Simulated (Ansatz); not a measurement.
```yaml
crystal:
  periodic: [false, false, false]
  atoms:
    - {symbol: N, position_ang: [-0.477810, 0.730436, 1.391545]}
    - {symbol: Si, position_ang: [0.376186, -0.084464, 0.180699]}
    - {symbol: Br, position_ang: [2.121282, -0.943785, 1.277097]}
    - {symbol: O, position_ang: [-0.499214, -1.176244, -0.711090]}
    - {symbol: Al, position_ang: [0.119014, -0.262989, -2.076154]}
    - {symbol: H, position_ang: [-1.327425, 1.237223, 1.209361]}
    - {symbol: H, position_ang: [-0.079185, 0.919451, 2.295018]}
    - {symbol: H, position_ang: [-0.140747, -0.476728, -3.622174]}
basis:
  gaussian: {orbitals: def2-TZVP}
hamiltonian: {xc: {name: wB97X-D}}
```

```sh
$ ansatz run in.yaml --threads 4 --pin off --events-out ev --progress --plain --max-ram 10444MiB
```

Output, abridged:

```
Error: YAML parse error: error: line 14 column 19: hamiltonian.xc: no functional is named "wB97X-D"; the names, which are not case-sensitive, are SVWN5, SPW92, PBE, PBE0, PBEsol, revPBE, revPBE0, RPBE, rPW86-PBE, HSE06, wPBEh, LC-wPBE, HISS, HF, BLYP, B3LYP, B3LYP5, BHLYP, CAM-B3LYP, r2SCAN, r2SCANh, r2SCAN0, r2SCAN50, m-r2SCAN, B97, wB97, wB97X, wB97X-V, B97M-V, wB97M-V, B2PLYP, B2GP-PLYP, PBE0-DH, PBE-QIDH
12 | basis:
13 |   gaussian: {orbitals: def2-TZVP}
14 | hamiltonian: {xc: {name: wB97X-D}}
```

Question: Something in this input is off. What?

Answer: The method's name isn't one that the program takes here. The input was rejected before any iteration.

HSE06 is defined as in plane-wave codes.
